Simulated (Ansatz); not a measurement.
Ansatz (an electronic-structure program) input (CAM-B3LYP/def2-TZVPD):

Ansatz 0.2 input:
```yaml
crystal:
  periodic: [false, false, false]
  atoms:
    - {symbol: Se, position_ang: [-0.00000000, -0.00000000, -0.04214025]}
    - {symbol: H, position_ang: [0.00000000, 0.00000000, 1.43276842]}
basis:
  gaussian:
    orbitals: def2-TZVPD
hamiltonian:
  xc: {name: CAM-B3LYP}
total_charge: -1
```

Output:

```
Functional definition: CAM-B3LYP
integrals: 0.01 GiB planned
495 factors; their error is unknown
integrals: 0.05 GiB planned
133 factors; integrals over basis functions are off by at most 9.6e-5 eV
mean field: 0.17 GiB planned
mean field evaluation 1: about -65369.7110 eV, gradient 2.3e1 eV
mean field evaluation 2: about -65369.8823 eV, gradient 2.2e1 eV
mean field evaluation 4: about -65370.3717 eV, gradient 2.9e-1 eV
mean field evaluation 8: about -65370.5921 eV, gradient 9.0e-3 eV
mean field -65370.59213862 eV, -2402.3249513155 hartree, gradient 1.3e-5 eV, S^2 0.000000; 0 other end points of the search recorded, 0 dependent functions left out
reference -65370.59222227 eV, -2402.3249543895 hartree; 18, 18 occupied and 48, 48 virtual orbitals, 495 factors
Total energy: -65370.59222227 eV, -2402.3249543895 hartree
```

This state (charge -1, singlet) is run at the relaxed geometry of the species with charge 0 and multiplicity 2.
